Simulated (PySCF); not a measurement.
# Electronic absorption of C7H10O

C7H10O.
Structure used (PBE0-D3(BJ)/def2-SVP), in Å, numbered top down from 1:
```
atom  x, y, z in Å
C1    -2.079   -0.641   -0.068
C2    -0.570   -0.467   -0.138
C3     0.075   -0.466    1.247
C4     1.534   -0.140    1.201
C5     2.111    0.501    0.171
C6     1.329    0.988   -0.984
O7     1.857    1.540   -1.925
C8    -0.171    0.797   -0.895
H9    -2.351   -1.565    0.467
H10   -2.549    0.204    0.461
H11   -2.521   -0.692   -1.074
H12   -0.146   -1.326   -0.689
H13   -0.434    0.274    1.897
H14   -0.075   -1.438    1.744
H15    2.149   -0.443    2.056
H16    3.183    0.714    0.148
H17   -0.578    1.685   -0.374
H18   -0.578    0.818   -1.917
```

Level of theory: PySCF, TDDFT B3LYP/def2-SVPD, vertical, gas phase, core orbitals frozen in the response.

```json
{"state": "S1", "E (eV)": "3.62", "λ (nm)": "342.6", "ν̃ (cm⁻¹)": "29180", "f": "0.0001", "main configurations (H = HOMO, L = LUMO)": "H→L (98%)"}
{"state": "S2", "E (eV)": "5.76", "λ (nm)": "215.3", "ν̃ (cm⁻¹)": "46440", "f": "0.241", "main configurations (H = HOMO, L = LUMO)": "H-1→L (89%)"}
{"state": "S3", "E (eV)": "6.28", "λ (nm)": "197.4", "ν̃ (cm⁻¹)": "50660", "f": "0.014", "main configurations (H = HOMO, L = LUMO)": "H→L+1 (63%), H→L+3 (14%)"}
{"state": "S4", "E (eV)": "6.40", "λ (nm)": "193.8", "ν̃ (cm⁻¹)": "51610", "f": "0.0031", "main configurations (H = HOMO, L = LUMO)": "H-2→L (65%), H-3→L (19%), H→L+1 (14%)"}
{"state": "S5", "E (eV)": "6.66", "λ (nm)": "186.1", "ν̃ (cm⁻¹)": "53720", "f": "0.0068", "main configurations (H = HOMO, L = LUMO)": "H→L+3 (40%), H→L+2 (20%), H→L+1 (17%)"}
{"state": "S6", "E (eV)": "6.73", "λ (nm)": "184.2", "ν̃ (cm⁻¹)": "54280", "f": "0.044", "main configurations (H = HOMO, L = LUMO)": "H-3→L (62%), H-2→L (25%)"}
```

The lowest singlet lies at 3.62 eV (343 nm, ultraviolet) and is dark (f under 0.0005); its leading configuration is HOMO→LUMO (98%). The most intense listed level is S2 at 5.76 eV (215 nm, f = 0.241), 2.14 eV above S1. Löwdin shares by element: HOMO oxygen 61%, carbon 30% or more; LUMO carbon 62% or more, oxygen 21% (atoms not listed hold the other 17%). The listed states span 3.11 eV, and the widest gap between neighbours is 2.14 eV (S1 to S2). Weighted by f, the mean energy of these states is 5.95 eV. Of the 6 states listed, 3 reach f = 0.01 and 1 stays under 0.0005. No computed singlet lies in the visible range (380 to 750 nm); the lowest, at 343 nm, stands 0.36 eV above its violet end (3.26 eV). The window holds the lowest 6 singlets.

On Arm Neoverse V1, one thread, shared host with 32 logical CPUs at a one-minute load of 26, this took 59 s of wall time and 1.0 GiB of memory at its peak.

One conformer stands for the species.
